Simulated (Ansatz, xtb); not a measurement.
# Two conformers of C3H8Al

We compare a, `C[CH2][Al][CH3]`, a doublet, with b, `C[CH2][Al][CH3]`, a doublet. Both are isolated molecules in the gas phase, relaxed with r2SCAN-D4/def2-SVP.

a (Å):

```yaml
atoms:
  - { symbol: C, position_ang: [-0.6520, -0.0038, 0.0217] }
  - { symbol: C, position_ang: [0.7185, -0.6484, -0.2242] }
  - { symbol: C, position_ang: [1.7511, 1.3844, 2.2774] }
  - { symbol: Al, position_ang: [2.2200, 0.1449, 0.8128] }
  - { symbol: H, position_ang: [-1.4582, -0.5059, -0.5423] }
  - { symbol: H, position_ang: [-0.9371, -0.0354, 1.0867] }
  - { symbol: H, position_ang: [-0.6670, 1.0577, -0.2778] }
  - { symbol: H, position_ang: [0.6900, -1.7265, 0.0355] }
  - { symbol: H, position_ang: [0.9695, -0.6409, -1.3017] }
  - { symbol: H, position_ang: [1.1278, 0.8548, 3.0226] }
  - { symbol: H, position_ang: [1.1303, 2.2117, 1.8853] }
  - { symbol: H, position_ang: [2.6056, 1.8271, 2.8116] }
```

b (Å):

```xyz
12

C    -1.1108   -2.1804    0.3607
C     0.0669   -1.2254    0.1594
C     2.5968    0.6600    1.3091
Al    1.1058   -0.5690    1.7195
H    -1.8910   -1.7354    1.0001
H    -1.5934   -2.4609   -0.5917
H    -0.7967   -3.1160    0.8522
H    -0.2612   -0.3076   -0.3726
H     0.8224   -1.6747   -0.5190
H     2.2117    1.5511    0.7788
H     3.1669    1.0118    2.1828
H     3.3082    0.1688    0.6191
```

Estimate which is lower in electronic energy at CCSD(T)/def2-SVP + ΔMP2/def2-TZVPP, and by roughly how much.

Too close to call at this level: CCSD(T)/def2-SVP + ΔMP2/def2-TZVPP gives E(b) − E(a) = +0.07 kcal/mol.

How the difference moves with the method:

```
                             level            geometry  E(b) − E(a) (kcal/mol)  departure from the last row (kcal/mol)  job, with rough time for the two
                r2SCAN-D4/def2-SVP  r2SCAN-D4/def2-SVP                     −0.07                                   −0.14              optimisation, 14 min
                       HF/def2-SVP  r2SCAN-D4/def2-SVP                     −0.39                                   −0.46           part of the CCSD(T) run
                      MP2/def2-SVP  r2SCAN-D4/def2-SVP                     −0.05                                   −0.12           part of the CCSD(T) run
                  CCSD(T)/def2-SVP  r2SCAN-D4/def2-SVP                     −0.13                                   −0.20                      single point
CCSD(T)/def2-SVP + ΔMP2/def2-TZVPP  r2SCAN-D4/def2-SVP                     +0.07                                                     single point, 2.7 min
```

The largest departure from CCSD(T)/def2-SVP + ΔMP2/def2-TZVPP is that of HF/def2-SVP, 0.46 kcal/mol. Levels run at GFN2-xTB geometries aren't shown. The last row adds to CCSD(T) the change of the MP2 difference between the two basis sets, here +0.20 kcal/mol.

With harmonic frequencies from r2SCAN-D4/def2-SVP (ideal gas, rigid rotor, one conformer each, 298.15 K, 1 atm): on the last row, ΔE + ΔZPE = −0.05 kcal/mol. A mode under 50 cm⁻¹ makes harmonic enthalpies and free energies unreliable, so none is given.

Open shells are spin-unrestricted. The correlated steps freeze 8 core orbitals. Programs: Ansatz 0.2.0; the last row on 2 threads of AMD EPYC (Zen 3) on a shared host.
